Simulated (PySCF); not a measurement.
A structure optimised at PBE0-D3(BJ)/def2-SVP, used in a PySCF frequency run:

```xyz
11

N      2.4803     1.4092    -0.8679
C      1.8679     0.4474    -1.0966
O      1.1878    -0.6012    -1.3534
Si    -0.1155    -1.1613    -0.3463
Si    -0.9566     0.6611     0.8770
O     -2.2953    -0.0255     1.6023
H      0.4490    -2.2392     0.5138
H     -1.0843    -1.7423    -1.3121
H      0.0481     1.1469     1.8697
H     -1.3075     1.7831    -0.0460
H     -2.8049     0.5192     2.2098
```

Q: Write its SMILES and formula.

A: N#CO[SiH2][SiH2]O, CH₅NO₂Si₂

Q: What are its rotational constants (standard atomic weights)?

A: 4.2408, 1.2966, 1.0222 GHz
